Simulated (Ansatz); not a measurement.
Calculated with Ansatz (gas phase, PBE0-D4/def2-TZVP geometries, no zero-point term in ΔE). CBS: MP2 limit from def2 TZ/QZ plus the TZ coupled-cluster correction, frozen cores. Functionals use def2-TZVPP. B3LYP here is the variant with VWN-RPA as its local correlation; programs differ in this. For Ge outer-core shells are correlated without core-valence functions, which leaves a few kJ/mol of doubt a bond. Scalar relativity is left out up to krypton. Each species was taken in one conformer, which may not be the lowest.

`O[SiH2][GeH2][F]` + `FBN[SiH3]` → `F[BH][GeH2][F]` + `O[SiH2]N[SiH3]`  (redistribution)

`O[SiH2][GeH2][F]`:

Z-matrix (Å, degrees):
```
Si
Ge 1 2.398
O 1 1.645 2 103.4
H 1 1.486 2 111.5 3 -119.3
H 1 1.485 2 111.5 3 119.3
F 2 1.770 1 97.5 3 0.2
H 2 1.539 1 118.4 3 111.8
H 2 1.539 1 118.4 3 -111.4
H 3 0.962 1 115.2 2 -0.2
```

`FBN[SiH3]`:

Cartesian coordinates in Å:
```
F 0.183 -1.063 -1.800
B 0.460 -1.390 -0.532
N 0.220 -0.437 0.464
Si -0.416 1.175 0.224
H 0.899 -2.479 -0.304
H 0.437 -0.711 1.410
H 0.476 1.974 -0.651
H -1.770 1.128 -0.379
H -0.489 1.803 1.568
```

`F[BH][GeH2][F]`:

Cartesian coordinates in Å:
```
F 0.471 -2.010 -0.741
B -0.407 -1.049 -0.572
Ge 0.161 0.726 0.361
F 1.847 0.618 0.810
H -1.523 -1.240 -0.973
H 0.053 1.958 -0.556
H -0.602 0.997 1.671
```

`O[SiH2]N[SiH3]`:

```xyz
11

O     1.264    1.879    0.178
Si   -0.109    1.164    0.736
N    -0.178   -0.536    0.485
Si   -0.352   -1.372   -1.018
H     2.101    1.583    0.540
H    -1.176    1.846   -0.027
H    -0.252    1.357    2.204
H    -0.069   -1.104    1.312
H     0.886   -2.098   -1.415
H    -0.664   -0.347   -2.046
H    -1.452   -2.373   -0.950
```

```json
{"level": "PBE-D4", "ΔE (kcal/mol)": "22.8"}
{"level": "PBE0-D4", "ΔE (kcal/mol)": "22.2"}
{"level": "PBE0", "ΔE (kcal/mol)": "22.3"}
{"level": "B3LYP", "ΔE (kcal/mol)": "21.7"}
{"level": "HF/def2-TZVPP", "ΔE (kcal/mol)": "18.9"}
{"level": "SCS-MP2/def2-TZVPP", "ΔE (kcal/mol)": "18.9"}
{"level": "CCSD/def2-TZVPP", "ΔE (kcal/mol)": "19.5"}
{"level": "CCSD/CBS(def2)", "ΔE (kcal/mol)": "19.7"}
```

Q: What does CCSD(T)/CBS give? (An estimate is asked.)

A: Computed: +19.9 kcal/mol. The listed levels differ from it by 2.9, 2.3, 2.4, 1.8, -1.0, -1.0, -0.4, -0.2 kcal/mol.

Largest T1 diagnostic among the species: 0.013.
